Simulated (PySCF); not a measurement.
# Two-component Hartree-Fock for Pt³⁸⁺ (platinum, charge +38)

Start: [Kr] 4d4; 4d3/2 filled at m_j = -3/2, -1/2, +1/2, +3/2. Calculated with PySCF 2.14 in an even-tempered Gaussian basis (16 s from 4.3 bohr⁻², ratio 2.8; 14 p from 5.6 bohr⁻², ratio 2.8; 9 d from 5.6 bohr⁻², ratio 2.8; 3 f from 22 bohr⁻², ratio 3): generalised Hartree-Fock with the X2C-1e Hamiltonian and a Gaussian nucleus; one run each with spin-orbit coupling (SO) switched off, then screened by Boettger's factors.

```
spinor shell  electrons  ε, spin-free (eV)  ε, screened SO (eV)  weight of nominal j (screened SO)  rms radius, screened SO (bohr)
       1s1/2          2           -80492.8             -80461.4                              1.000                          0.0194
       2s1/2          2           -15665.2             -15653.8                              1.000                          0.0782
       2p1/2          2           -13809.1             -15053.8                              1.000                          0.0663
       3s1/2          2            -4983.6              -4978.9                              1.000                           0.198
       3p1/2          2            -4430.9              -4712.5                              1.000                           0.189
       3p3/2          4            -4430.9              -4314.5                              1.000                           0.204
       3d3/2          4            -3832.4              -3884.8                              1.000                           0.179
       3d5/2          6            -3832.4              -3792.2                              1.000                           0.183
       4s1/2          2            -2183.5              -2181.4                              1.000                           0.412
       4p1/2          2            -1974.0              -2072.1                              1.000                           0.412
       4p3/2          4            -1974.0              -1931.9                              1.000                           0.442
       4d3/2          4            -1756.4              -1765.4                              1.000                           0.424
```

Where does 2p3/2 lie, and what is the 2p spin-orbit splitting (screened SO)?

At -13313.4 eV, 1740.5 eV above 2p1/2.

```tsv
quantity	spin-free	screened SO
E (hartree)	-17529.26320	-17558.31984
M_J	0	0
⟨J²⟩	4.001	0.000
⟨L²⟩	6.001	2.504
⟨S²⟩	6.000	2.504
```

Breit and QED terms are absent; they matter most for the inner s and p1/2 levels.

Densities and radii are taken from the X2C orbitals without a picture-change correction, which distorts them close to the nucleus.

Without spin-orbit coupling the j labels of p, d and f shells carry no meaning; the spin-free column gives the mean over the occupied spinors of each nl shell, and its ⟨J²⟩ belongs to a mixture of degenerate components.
